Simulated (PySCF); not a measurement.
Species: C2H8ClGeN.
Z-matrix (Å and degrees, PBE0-D3(BJ)/def2-SVP geometry), rows numbered from 1:
```
C 
N   1  1.4420
C   2  1.4415  1  114.34
Ge  2  1.8115  1  119.37  3  -153.32
Cl  4  2.1867  2  112.07  1    71.97
H   1  1.1052  2  110.52  3   -59.63
H   1  1.1087  2  112.92  3    60.74
H   1  1.1012  2  110.73  3  -178.54
H   3  1.1056  2  110.31  1    59.64
H   3  1.1005  2  110.78  1   178.29
H   3  1.1090  2  113.10  1   -60.63
H   4  1.5324  2  108.39  1   -43.99
H   4  1.5328  2  108.34  1  -170.54
```

Level of theory: PySCF, PBE0-D3(BJ)/def2-SVP geometry optimisation, gas phase.

Take the most abundant isotopes and a rigid rotor. The values belong to one conformer with, in the numbering `[CH3:1][N:2]([CH3:3])[GeH2:4][Cl:5]`, C1–N2–Ge4–Cl5 72°.

Problem. What are A, B and C (MHz)?

Solution. Ia = 132.96, Ib = 321.96, Ic = 347.77 u·Å²; 505379 MHz·u·Å²/I gives A = 3801, B = 1570, C = 1453 MHz.

Problem. What kind of rotor is it?

Solution. A near-prolate asymmetric top; Ray's κ = -0.901.

Problem. Is it planar, by Δ = Ic − Ia − Ib?

Solution. Not planar: Δ = Ic − Ia − Ib = -107.14 u·Å². For a rigid frame Δ = −2 Σ m c², so Σ m c² = 53.57 u·Å² lies off the ab plane: 18.55 from hydrogen and 35.02 from heavier atoms. The atom farthest from that plane is 2.07 Å away.

Problem. List the rotational levels J(Ka,Kc) to J = 5 (MHz).

Solution. Above 0(0,0):
J = 1: 1(0,1) 3023, 1(1,1) 5254, 1(1,0) 5371
J = 2: 2(0,2) 9064, 2(1,2) 11184, 2(1,1) 11533, 2(2,1) 18227, 2(2,0) 18232
J = 3: 3(0,3) 18115, 3(1,3) 20075, 3(1,2) 20774, 3(2,2) 27296, 3(2,1) 27318, 3(3,1) 38747, 3(3,0) 38747
J = 4: 4(0,4) 30163, 4(1,4) 31925, 4(1,3) 33089, 4(2,3) 39384, 4(2,2) 39450, 4(3,2) 50847, 4(3,1) 50848, 4(4,1) 66866, 4(4,0) 66866
J = 5: 5(0,5) 45190, 5(1,5) 46730, 5(1,4) 48474, 5(2,4) 54489, 5(2,3) 54642, 5(3,3) 65976, 5(3,2) 65978, 5(4,2) 81990, 5(4,1) 81991, 5(5,1) 102588, 5(5,0) 102588
The levels of one J sum to (2J + 1)J(J + 1)(A + B + C)/3.

Problem. Which types of transition are allowed, and where do some lines up to J = 2 fall?

Solution. The dipole components are |μa| = 2.09 D, |μb| = 0.78 D, |μc| = 0.07 D. The squared components, which scale the intensities, stand as 1.00 : 0.14 : 0.00 (a : b : c). Some of the stronger lines:

```json
{"type": "a", "branch": "Q", "J(Ka,Kc)": "2(1,1) ← 2(1,2)", "MHz": "350", "lower level (cm⁻¹)": "0.373"}
{"type": "b", "branch": "Q", "J(Ka,Kc)": "1(1,0) ← 1(0,1)", "MHz": "2348", "lower level (cm⁻¹)": "0.101"}
{"type": "b", "branch": "Q", "J(Ka,Kc)": "2(1,1) ← 2(0,2)", "MHz": "2469", "lower level (cm⁻¹)": "0.302"}
{"type": "a", "branch": "R", "J(Ka,Kc)": "1(0,1) ← 0(0,0)", "MHz": "3023", "lower level (cm⁻¹)": "0.000"}
{"type": "b", "branch": "R", "J(Ka,Kc)": "2(0,2) ← 1(1,1)", "MHz": "3810", "lower level (cm⁻¹)": "0.175"}
{"type": "b", "branch": "R", "J(Ka,Kc)": "1(1,1) ← 0(0,0)", "MHz": "5254", "lower level (cm⁻¹)": "0.000"}
{"type": "a", "branch": "R", "J(Ka,Kc)": "2(1,2) ← 1(1,1)", "MHz": "5929", "lower level (cm⁻¹)": "0.175"}
{"type": "a", "branch": "R", "J(Ka,Kc)": "2(0,2) ← 1(0,1)", "MHz": "6041", "lower level (cm⁻¹)": "0.101"}
{"type": "a", "branch": "R", "J(Ka,Kc)": "2(1,1) ← 1(1,0)", "MHz": "6162", "lower level (cm⁻¹)": "0.179"}
{"type": "b", "branch": "Q", "J(Ka,Kc)": "2(2,0) ← 2(1,1)", "MHz": "6698", "lower level (cm⁻¹)": "0.385"}
{"type": "b", "branch": "Q", "J(Ka,Kc)": "2(2,1) ← 2(1,2)", "MHz": "7044", "lower level (cm⁻¹)": "0.373"}
{"type": "b", "branch": "R", "J(Ka,Kc)": "2(1,2) ← 1(0,1)", "MHz": "8161", "lower level (cm⁻¹)": "0.101"}
{"type": "b", "branch": "R", "J(Ka,Kc)": "2(2,1) ← 1(1,0)", "MHz": "12856", "lower level (cm⁻¹)": "0.179"}
{"type": "b", "branch": "R", "J(Ka,Kc)": "2(2,0) ← 1(1,1)", "MHz": "12977", "lower level (cm⁻¹)": "0.175"}
```

Whether it is a minimum is left open (no frequencies). Zero-point vibration and centrifugal distortion are left out. A rigid rotor knows nothing of internal rotation, which can split or shift real lines. Quadrupole hyperfine structure (14N, 35Cl) is left out.

Time: 92 s; peak memory 0.51 GiB. Hardware: one thread of an Arm Neoverse V1, on a shared host. This is the geometry optimisation.
